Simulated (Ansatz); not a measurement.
Total energies of B₄ from Ansatz at PBE0-D4/def2-TZVP, gas phase (1 Eh = 27.2114 eV = 2625.5 kJ/mol). The reference geometry is relaxed at PBE-D4/def2-TZVP.

```tsv
atom	x (Å)	y (Å)	z (Å)
B1	0.2187	0.8815	-0.1542
B2	-0.2136	-0.8819	0.1588
B3	-0.7707	0.3472	0.8915
B4	0.7656	-0.3467	-0.8960
```

| state | geometry | energy (Eh) |
| --- | --- | --- |
| charge 0 singlet | reference | -99.01509 |
| charge 1 doublet | reference | -98.66855 |
| charge 0 triplet | relaxed at PBE-D4/def2-TZVP | -98.97507 |
| charge 0 quintet | relaxed at PBE-D4/def2-TZVP | -98.94275 |
| free B atom (doublet) | – | -24.61828 |

Task: Work out the vertical ionisation energy to the doublet.

Result: E(charge 1 doublet) − E(charge 0 singlet) = -98.66855 − (-99.01509) = 0.34654 Eh = 9.43 eV. For comparison, −ε of the highest occupied level is 7.43 eV at this level, 2.00 eV less.

Task: Which of the charge 0 states is lowest, and how far above it are the others?

Result: The singlet. triplet: -98.97507 − (-99.01509) = 0.04002 Eh = 105.1 kJ/mol; quintet: -98.94275 − (-99.01509) = 0.07234 Eh = 189.9 kJ/mol. The triplet differs in its bonds from the reference.

Task: What is the binding energy per atom against free atoms?

Result: Atoms: 4 × (-24.61828) = -98.47312 Eh. Binding: -98.47312 − (-99.01509) = 0.54197 Eh = 14.75 eV, or 3.69 eV for each of 4 atoms (no zero-point energy, no counterpoise term).

The structure comes from a short search, and lower isomers may exist.
